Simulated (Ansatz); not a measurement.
Mulliken charges of `O[Si](O)(F)[SiH2]Cl` from r2SCAN/def2-TZVPP in Ansatz (PBE0-D4/def2-TZVP geometry).

```
atom   x (Å)   y (Å)   z (Å)  charge (e)
  O1   1.619  -1.131   0.547      -0.410
 Si2   0.214  -0.718  -0.153       0.776
  O3  -0.988  -1.517   0.608      -0.397
  F4   0.193  -1.142  -1.693      -0.308
 Si5  -0.017   1.603  -0.055       0.308
 Cl6  -1.952   2.001  -0.671      -0.269
  H7   1.751  -2.039   0.828       0.211
  H8  -1.864  -1.501   0.220       0.212
  H9   0.133   2.119   1.328      -0.062
 H10   0.910   2.326  -0.959      -0.062
```

Problem. By hand: the dipole of these point charges (1 e Å = 4.8032 D).

Solution. Σ q r = (0.265, -0.208, 0.299) e Å, of length 0.450 e Å = 2.16 D.

Problem. How does the dipole of the full density compare? (Estimate.)

Solution. Computed: (0.018, -0.238, 0.186) e Å, 1.45 D; the point charges give 1.49 times that, at 36° from its direction.

Point charges leave out the atoms' own dipoles, such as those of lone pairs, and Mulliken's split depends on the basis, so the two needn't agree.
